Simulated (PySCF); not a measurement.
Polarisability and C₆ of Cr+ (chromium, charge +1)

[Ar] 3d5, high-spin 6S determinant. Computed with PySCF 2.14 in ANO-RCC-VTZP (6s5p3d2f1g, 59 functions), with the spin-free X2C one-electron Hamiltonian (Gaussian nucleus). Coupled (time-dependent) response in atomic units; α is the mean over directions. The basis has no added diffuse functions, which lowers α and C₆.

| method | mean α (bohr³) | C₆ (like pair) | S(−4) |
| --- | --- | --- | --- |
| HSE06 | 11.25 | 37.62 | 199.8 |

S(−4) is the Cauchy moment in α(ω) = α(0) + S(−4) ω² + …

α(iu) at HSE06:

| u (hartree) | α(iu) (bohr³) |
| --- | --- |
| 0 | 11.25 |
| 0.0500 | 10.78 |
| 0.100 | 9.651 |
| 0.200 | 7.244 |
| 0.300 | 5.665 |
| 0.500 | 4.135 |
| 0.750 | 3.271 |
| 1.00 | 2.733 |
| 1.50 | 1.984 |
| 2.00 | 1.474 |
| 3.00 | 0.8717 |
| 5.00 | 0.3923 |

A single London oscillator, α(iu) = α/(1 + u²/ω²), gives C₆ = (3/4) ω α². Matching the computed C₆ needs ω = 4 × 37.62 / (3 × 11.25²) = 0.396 hartree.

For an ion, C₆ is the dispersion term alone; charge-induced terms of lower order in 1/R come first.
